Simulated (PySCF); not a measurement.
Vertical excitations of a molecule C₂H₉NSi from TDA-B3LYP/def2-SVPD (PySCF), as energy in eV (oscillator strength): 5.30 (0.011), 5.98 (0.041), 6.22 (0.001), 6.53 (0.005), 6.79 (0.000), 6.83 (0.036), 7.49 (0.113), 7.67 (0.040), 7.90 (0.003), 8.34 (0.001). Lowest triplet (TDA): 5.14 eV. Geometry: r2SCAN-D4/def2-SVP. The values are those of a single conformer.

**Question.** Identify the compound among the candidates.
A) CNC[SiH3]
B) CC[SiH2]N
C) C[SiH2]CN
D) CN(C)[SiH3]

**Answer.** D, CN(C)[SiH3]
